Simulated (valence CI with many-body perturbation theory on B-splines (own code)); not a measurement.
# Sensitivity of CI+MBPT for F²⁺

Method: valence CI with perturbative core correlation (CI+MBPT): five valence electrons over a frozen Dirac-Fock core [He], a basis of 6 s, 6 p, 5 d, 3 f, 1 g functions for each j, with the one-electron correlation potential Σ1 (screened to all orders), the two-electron term Σ2, the three-electron term Σ3, Breit, model QED; selected single and double excitations, second order for the rest, scaled by the run's own slope (own B-spline code, finite nucleus).

Against 25 measured levels this calculation errs by 229 cm⁻¹ on average and by 804 at most. These come from a selection out of Moore, Atomic Energy Levels, vol. I, NSRDS-NBS 35 (1971 reprint of NBS Circular 467, 1949), an old analysis. Levels without a partner in it may be off by more. Among the levels kept, up to 1800 cm⁻¹ of a level comes from second order outside the variational space, and about a tenth of that is noise between levels of different J, which matters for small intervals.

The reference run has the lowest level 2s2 2p3 4S°_3/2 and an ionisation energy of 62.6679 eV. Its largest variational space holds 10368 state functions.

Changed runs:
A. correlating orbitals by l 3 3 3 2 1 → 5 6 2 4 2
B. Davidson tolerance 2e-05 → 0.001
C. scale of Σ1 1 → 0; scale of Σ2 1 → 0; three-electron term on → off
D. highest l in the core sums 6 → 1 (bad on purpose)

Excitation energies of the reference run in cm⁻¹, and shifts in cm⁻¹:

```csv
Level,Reference,A,B,C,D
2s2 2p3 2D°_5/2,34489,-49,+0.2,-67,+6.2
2s2 2p3 2D°_3/2,34525,-54,+0.1,-67,+6.1
2s2 2p3 2P°_3/2,52063,-55,+0.2,-193,-100
2s2 2p3 2P°_1/2,52066,-54,+0.2,-193,-100
2s 2p4 4P_5/2,152014,+22,+0.1,+719,+580
2s 2p4 4P_3/2,152347,+28,+0.1,+715,+579
2s 2p4 4P_1/2,152515,-5.5,+0.1,+713,+579
2s 2p4 2D_5/2,210783,+55,+0.1,+996,+575
2s 2p4 2D_3/2,210793,+62,0,+996,+575
2s 2p4 2S_1/2,249064,-34,+0.1,+877,+376
2s 2p4 2P_3/2,267264,+123,+0.1,+1936,+549
2s 2p4 2P_1/2,267650,+68,0,+1930,+548
Ionisation energy (eV),62.6679,-0.0022,0,-0.0768,-0.0538
```
